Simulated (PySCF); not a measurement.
## Bromine: a sound run and one with changed settings

Sound run: Br [Ar] 3d10 4s2 4p5, Br⁺ [Ar] 3d10 4s2 4p4. Computed with PySCF 2.14 in x2c-TZVPall, with scalar relativity by spin-free X2C-1e. In the sound run the correlated levels freeze [Ar] 3d10. The sound run starts from symmetry-adapted Hartree-Fock orbitals and uses a fine grid where one is needed.

Changed run: basis STO-3G, all-electron and non-relativistic. This setting is unsound on purpose.

| species | method | sound run (hartree) | changed run (hartree) | converged |
| --- | --- | --- | --- | --- |
| Br | UHF | -2604.41488 | -2544.63678 | yes |
| Br | MN15 | -2607.79931 | -2543.39085 | yes |
| Br | BP86 | -2606.54102 | -2546.13515 | yes |
| Br | MP2 | -2604.54894 | -2544.63678 | yes |
| Br⁺ | UHF | -2604.02086 | -2544.32459 | yes |
| Br⁺ | MN15 | -2607.36932 | -2543.03977 | yes |
| Br⁺ | BP86 | -2606.10201 | -2545.77635 | yes |
| Br⁺ | MP2 | -2604.12488 | -2544.32459 | yes |

Ionisation energy of Br:

```csv
method,sound run (eV),changed run (eV)
UHF,10.722,8.495
MN15,11.701,9.553
BP86,11.946,9.764
MP2,11.539,8.495
SCS-MP2,11.537,8.495
```

A minimal basis cannot let orbitals breathe on ionisation and holds almost no correlation. The Hamiltonian changed with the basis, so the totals do not compare.

For comparison, NIST gives 11.814 eV between the lowest levels.
